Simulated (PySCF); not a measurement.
Species: C₃H₇B.
InChI=1S/C3H7B/c1-2-3-4/h2-3H,4H2,1H3/b3-2-

Method: MP2 and CCSD/aug-cc-pVDZ in PySCF, restricted Hartree–Fock reference, frozen core, non-relativistic, gas phase, PBE0-D3(BJ)/def2-SVP geometry.

E(HF) = -142.34227 Eh.

Problem. How large is the problem?

Solution. 155 basis functions and 30 electrons; 4 orbitals frozen, which leaves o = 11 correlated occupied and v = 140 virtual orbitals. That is o·v = 1540 singles and o·v(o·v + 1)/2 = 1186570 distinct closed-shell doubles amplitudes before symmetry; the costliest CCSD step grows as o²v⁴ = 4.6 × 10^10.

Problem. What are the MP2 and CCSD correlation energies?

Solution. MP2 -0.5125 Eh and CCSD -0.5648 Eh, which gives totals of -142.85474 and -142.90703 Eh. That is 0.699 eV for each correlated electron at CCSD (1483 kJ/mol in all, 0.395 % of the total energy); MP2 gives 90.7 % of the CCSD value.

Problem. What is the T1 diagnostic?

Solution. 0.0106, below the customary warning level of 0.02. It is the norm of the spatial-orbital singles amplitudes over the root of the number of correlated electrons, so the norm is 0.050.

Problem. How does correlation change the dipole moment?

Solution. HF gives 1.74 D and CCSD (unrelaxed density) 1.62 D, a change of -0.12 D.

Connected triples and the basis-set limit are missing.
